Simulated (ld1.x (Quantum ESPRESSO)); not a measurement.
**Transferability test, RRKJ potential for beryllium (Be)**

| Item | Value |
| --- | --- |
| Element | beryllium |
| Generator | ld1.x (Quantum ESPRESSO) 7.5 |
| Type | norm-conserving RRKJ (Kleinman–Bylander form) |
| Functional | LDA (PZ) |
| Relativity | non-relativistic |
| Frozen core | none |
| Valence charge | 4 |
| Reference configuration | 1s2 2s0 2p0 (charge +2) |
| Partial waves | 1s (bound): rc 0.30 bohr; 2p (bound, empty): rc 3.60 bohr; 3d channel at 0.2 Ry: rc 3.70 bohr |
| Local potential | all-electron potential smoothed inside 0.90 bohr (lloc = -1) |
| Core correction | none |

Energies are relative to the spin-unpolarised reference configuration 1s2 2s0 2p0; without spin polarisation the order of configurations can differ from experiment. Spin-polarised rows fill each open shell by Hund’s rule, majority spin first.

```json
{"valence configuration": "1s2 2s2 2p0", "charge": "0", "ΔE all-electron (eV)": "-27.294", "error AE − PS (meV)": "-130"}
{"valence configuration": "1s1 2s2 2p0", "charge": "+1", "ΔE all-electron (eV)": "99.407", "error AE − PS (meV)": "-492"}
{"valence configuration": "1s2 2s0 2p1", "charge": "+1", "ΔE all-electron (eV)": "-13.964", "error AE − PS (meV)": "+505"}
{"valence configuration": "1s2 2s1 2p1", "charge": "0", "ΔE all-electron (eV)": "-23.776", "error AE − PS (meV)": "+356"}
{"valence configuration": "1s2 2s0 2p2", "charge": "0", "ΔE all-electron (eV)": "-20.227", "error AE − PS (meV)": "+846"}
{"valence configuration": "1s2 2s1 2p0 (spin-polarised)", "charge": "+1", "ΔE all-electron (eV)": "-18.251", "error AE − PS (meV)": "-94"}
{"valence configuration": "1s2 2s1.5 2p0 (spin-polarised)", "charge": "+0.5", "ΔE all-electron (eV)": "-23.623", "error AE − PS (meV)": "-116"}
```

(1) What are ΔE and the potential's error for 1s2 2s1.5 2p0?

(2) What are ΔE and the potential's error for 1s2 2s1 2p0?

Levels in the configuration 1s2 2s1 2p0:

```tsv
level	all-electron (eV)	pseudo (eV)
1s	-116.394	-116.527
2s	-13.645	-13.585
```

A Bessel basis up to 400 Ry misses an occupied level by 0.08 Ry, so cutoffs and ghosts were not judged.

## Answers

(1) ΔE = -23.543 eV all-electron; the error (AE − PS) is -116 meV.

(2) ΔE = -17.775 eV all-electron; the error (AE − PS) is -92 meV.
